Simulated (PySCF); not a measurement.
# Potential energy of GaC along the bond

Set-up: Ga cc-pVDZ-PP with ECP10, C cc-pVDZ; scalar-relativistic core potentials (PySCF 2.14). Energies in eV from Ga + C in their ground configurations at the same level. All curves are PBE0. state 1: ⁴Σ⁻ (quartet), unpaired electrons σ ↑, π ↑↑; state 2: Ms = 0.5 determinant of mixed spin (⟨S²⟩ near 1.8), unpaired electrons σ ↓, π ↑↑, a second solution, started from another occupation; state 3: Ms = 0.5 determinant of mixed spin (⟨S²⟩ near 1.8), unpaired electrons σ ↑, π ↑↓, a mixture of terms (⟨Lz²⟩ = 2.0), a second solution, started from another occupation; state 4: ²Π (doublet), unpaired electrons π ↑, a second solution, started from another occupation.

```tsv
R (Å)	state 1	state 2	state 3	state 4
1.739	-2.566	-2.058	-1.952	-1.528
1.820	-2.921	-2.394	-2.300	-1.655
1.901	-3.114	-2.570	-2.486	-1.655
1.961	-3.182	-2.625	-2.550	-1.600
2.022	-3.200	-2.632	-2.564	-1.513
2.083	-3.179	-2.602	-2.540	-1.407
2.163	-3.108	-2.521	-2.466	-1.251
2.265	-2.970	-2.374	-2.326	-1.054
2.386	-2.759	-2.161	-2.115	-0.839
2.548	-2.444	-1.852	-1.803	-0.602
```

**Question.** Put a parabola through the three lowest points of the state 1 curve and estimate Re, k and ωe (reduced mass 10.22 u; 1 eV/Å² = 0.16022 mdyn/Å; ωe = 1302.8·√(k/μ) cm⁻¹).

**Answer.** Through R = 1.961, 2.022, 2.083 Å the second-order coefficient is 5.24 eV/Å², so Re ≈ 2.020 Å, k ≈ 1.68 mdyn/Å and ωe ≈ 528 cm⁻¹. A polynomial fit of higher order to the unrounded PBE0 energies gives Re = 2.018 Å, k = 1.69 mdyn/Å, ωe = 530 cm⁻¹; anharmonicity and rounding make the difference.

The higher-order fit for each curve: state 1: Re = 2.018 Å, ωe = 530 cm⁻¹, De = 3.20 eV; state 2: Re = 2.001 Å, ωe = 539 cm⁻¹, minimum 2.63 eV below the ground-state fragments; state 3: Re = 2.012 Å, ωe = 531 cm⁻¹, minimum 2.56 eV below the ground-state fragments; state 4: Re = 1.859 Å, ωe = 644 cm⁻¹, minimum 1.67 eV below the ground-state fragments.

⟨S²⟩ of the unrestricted solution departs from its pure value on part of the curve, where spin states mix. Spin–orbit coupling is left out. The state is the lowest determinant that a PBE0 search found; another state may lie lower at other levels.
